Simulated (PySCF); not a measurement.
A structure optimised at B3LYP-D3(BJ)/def2-SVP, used in a PySCF frequency run:

```xyz
7

C      1.3511    -0.2981     0.2356
C     -0.1200    -0.1370     0.3011
F     -0.7215    -0.7390    -0.7768
F     -0.4533     1.1820     0.2554
H      1.9263     0.3911    -0.3869
H      1.8259    -1.1900     0.6479
H     -0.5660    -0.5771     1.2115
```
Charge 0, spin multiplicity 2.

Problem. Write its SMILES and formula.

Solution. [CH2]C(F)F, C2H3F2

Problem. What are its rotational constants (standard atomic weights)?

Solution. 9.7116, 9.4822, 5.3886 GHz
